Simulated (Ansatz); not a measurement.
System: sum formula SiNH2Br2, charge 0, multiplicity 2. It need not be the lowest isomer of its formula. SMILES: N[Si](Br)Br
Geometry from a B3LYP-D3(BJ)/def2-TZVP (Ansatz, a quantum-chemistry and plane-wave program) optimisation:
```xyz
6

Si     0.4707    -0.1682     0.6931
Br    -0.3055    -1.7799    -0.6818
Br    -0.4640     1.8486     0.3064
N      2.1381    -0.0072     0.3691
H      2.7241    -0.8115     0.2060
H      2.6532     0.8135     0.6485
```
Charge 0, spin multiplicity 2.

Parts of the frozen-core correlation energy in def2-SVP (Ansatz, hartree). Frozen orbitals: 34; correlated occupied orbitals by spin: 13 and 12; virtual: 59 and 60. Open shells are spin-unrestricted. Spin-orbit coupling is left out. Non-relativistic.

| term | value |
|---|---|
| reference (HF) | -5488.70772 |
| MP2 opposite-spin | -0.35408 |
| MP2 same-spin | -0.12790 |
| CCSD correlation | -0.51807 |
| (T) | -0.01421 |
| T1 diagnostic | 0.014 |
| largest doubles amplitude | 0.026 |
| <S^2> of the reference | 0.758 |
